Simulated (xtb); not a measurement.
CH4BrFSi, SMILES Br[SiH](F)C. All values are semi-empirical tight-binding results from xtb (GFN2-xTB unless named), good for trends rather than for accurate numbers. Coordinates come from a GFN2-xTB optimisation.

The orbital gap is 6.18 eV, the zero-point energy comes out as 30.7 kcal/mol and the G − E(el) at 298.15 K (modified RRHO) comes out as 11.0 kcal/mol. The static polarisability (D4 model) is 65.3 bohr³. The solvation energy, GFN2-xTB/ALPB(water) is -0.5 kcal/mol. The solvation energy, GFN2-xTB/ALPB(dmf) is -4.3 kcal/mol.
